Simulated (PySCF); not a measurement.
`C=C[Si@@H]([SiH3])[SiH2][SiH3]`. The geometry is computed with GFN2-xTB (gas phase).

```
atom  x, y, z in Å
C1    -1.2716    2.4118    0.9291
C2    -0.7658    1.4669    0.1536
Si3   -0.9281   -0.3896    0.4537
Si4   -2.0686   -1.3352   -1.3354
Si5    1.2357   -1.1989    0.8010
Si6    2.9289   -0.0234   -0.2485
H7    -1.8359    2.1670    1.8146
H8    -1.1527    3.4659    0.7264
H9    -0.2065    1.7733   -0.7246
H10   -1.7446   -0.5035    1.6813
H11   -1.8646   -2.7867   -1.3536
H12   -3.5174   -1.1189   -1.3401
H13   -1.5763   -0.8307   -2.6210
H14    1.5320   -1.3081    2.2391
H15    1.2572   -2.6037    0.3534
H16    4.2487   -0.6546   -0.1815
H17    2.6364    0.1549   -1.6749
H18    3.0842    1.3199    0.3159
```

Task: What is the longest distance between nuclei?

Result: H12···H16, 7.87 Å; the next longest distance is 7.23 Å.

Task: Work out the bond lengths C1–H8, C2–Si3, Si3–Si5, Si3–H10, Si5–Si6, Si5–H14, Si6–H17, Si6–H18 in bohr.

Result: For C1–H8 the difference vector is (0.1189, 1.0541, -0.2027) Å, of length 1.0800 Å. 1 bohr = 0.529177 Å. C1–H8 2.041; C2–Si3 3.567; Si3–Si5 4.415; Si3–H10 2.794; Si5–Si6 4.371; Si5–H14 2.782; Si6–H17 2.772; Si6–H18 2.769 bohr.

Task: Where is the centre of mass (commonest isotopes), and what is the radius of gyration?

Result: Mass 148.002 u; centre at (0.061, -0.249, 0.020) Å; Rg = √(Σ m r²/M) = 2.398 Å. As Ia + Ib + Ic = 2 Σ m r², the three principal moments sum to 1701.9 u·Å².

Task: What are the angles C2–C1–H8, C2–Si3–Si5, Si5–Si3–H10, H11–Si4–H12, Si5–Si6–H18, H16–Si6–H18?

Result: From the scalar product of the two bond vectors; for C2–C1–H8 it is -0.7787 Å² over 1.3229 × 1.0800 Å², cos θ = -0.5450. C2–C1–H8 123.0°; C2–Si3–Si5 106.5°; Si5–Si3–H10 111.2°; H11–Si4–H12 106.5°; Si5–Si6–H18 111.6°; H16–Si6–H18 106.4°.

Task: What is the repulsion energy of the bare nuclei, Σ ZA·ZB/RAB?

Result: 478.57 Eh over 153 pairs, with full nuclear charges and distances in bohr; the largest single term is 44.84 Eh (Si5 with Si6).

Stationary, but not proved a minimum. One conformer, not necessarily the lowest.
